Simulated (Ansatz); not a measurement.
Harmonic frequencies (cm⁻¹) at PBE0-D4/def2-TZVP from Ansatz: 137, 157, 171, 444, 476, 587, 668, 683, 712, 734, 755, 763, 906, 954, 1006, 1027, 1097, 1198, 1417, 1433, 2241, 2403, 2411, 3136, 3138, 3209, 3225.

Each molecule was computed in one conformer, which needn't be the lowest.

(1) Which molecule is it?
A. `CB1OC1C`
B. `N[BH][SnH]([F])[Cl]`
C. `[SiH3][CH2][InH2]`
D. `P[SiH]1CC1`

## Answers

(1) D.
